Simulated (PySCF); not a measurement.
C2H6FMgN. Atoms are numbered in the order given.

```xyz
11

Mg     0.0000     0.0000    -1.0347
F      0.0000     0.0000    -2.7984
N      0.0000     0.0000     0.8619
C      0.0000     1.1961     1.6749
C      0.0000    -1.1961     1.6749
H     -0.8896     1.2587     2.3399
H      0.8896     1.2587     2.3399
H      0.0000     2.1111     1.0555
H      0.8896    -1.2587     2.3399
H     -0.8896    -1.2587     2.3399
H      0.0000    -2.1111     1.0555
```
Charge 0, spin multiplicity 1.

Geometry optimised at B3LYP-D3(BJ)/def2-SVP. The structure was generated by enumeration; whether it is a known compound was not checked. Other conformers were not sampled.

Level of theory: PBE/def2-TZVP (PySCF).

Atomic charges (e):

| atom | meta-Löwdin | Löwdin |
|---|---|---|
| Mg1 | ___ | 0.57 |
| F2 | ___ | -0.34 |
| N3 | -0.72 | -0.16 |
| C4 | ___ | -0.37 |
| C5 | ___ | -0.37 |
| H6 | 0.09 | 0.11 |
| H7 | 0.09 | 0.11 |
| H8 | 0.10 | 0.12 |
| H9 | 0.09 | 0.11 |
| H10 | 0.09 | 0.11 |
| H11 | 0.10 | 0.12 |

Some entries are withheld; supply them. (The exact figures need the calculation; the answer reports its results.)


- Mg1, meta-Löwdin: 1.47
- F2, meta-Löwdin: -0.81
- C4, meta-Löwdin: -0.24
- C5, meta-Löwdin: -0.24
